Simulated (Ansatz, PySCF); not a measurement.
C3H4Si, SMILES `C#C[Si]C` (excited triplet) (charge 0, multiplicity 3). This triplet is an excited state, 1.14 eV above the relaxed singlet at the level B3LYP-D3(BJ)/def2-TZVP (PySCF).

Calculation: PBE/cc-pVTZ // B3LYP-D3(BJ)/def2-TZVP (Ansatz, an electronic-structure program).

Ansatz 0.2 input:
```yaml
crystal:
  periodic: [false, false, false]
  atoms:
    - { symbol: C, position_ang: [2.5725, -0.085899, -0.750694] }
    - { symbol: C, position_ang: [1.50223, -0.160663, -0.175417] }
    - { symbol: Si, position_ang: [0.00712, -0.310946, 0.782365] }
    - { symbol: C, position_ang: [-1.652322, 0.085305, -0.040701] }
    - { symbol: H, position_ang: [3.500519, -0.016149, -1.265243] }
    - { symbol: H, position_ang: [-1.65328, 1.120198, -0.386237] }
    - { symbol: H, position_ang: [-2.46547, -0.049398, 0.671447] }
    - { symbol: H, position_ang: [-1.811304, -0.582451, -0.888757] }
basis:
  gaussian: { orbitals: cc-pVTZ }
hamiltonian:
  xc: pbe
magnetization:
  spin_polarized: true
  initial_magnetization: 2
```

Output:

```
Functional definition: PBE
1007 factors; their error is unknown
mean field evaluation 1: about -11022.3505 eV, gradient 6.3e1 eV
mean field evaluation 2: about -10921.1118 eV, gradient 1.2e2 eV
mean field evaluation 4: about -11037.6608 eV, gradient 2.9e1 eV
mean field evaluation 8: about -11042.7957 eV, gradient 3.5e-1 eV
mean field evaluation 16: about -11042.7626 eV, gradient 2.0e-3 eV
mean field -11042.76258520 eV, -405.8140399526 hartree, gradient 3.4e-5 eV, S^2 2.007533; 0 other end points of the search recorded, 0 dependent functions left out
reference -11042.76262364 eV, -405.8140413654 hartree; 19, 17 occupied and 161, 163 virtual orbitals, 1007 factors
Total energy: -11042.76262364 eV, -405.8140413654 hartree
```
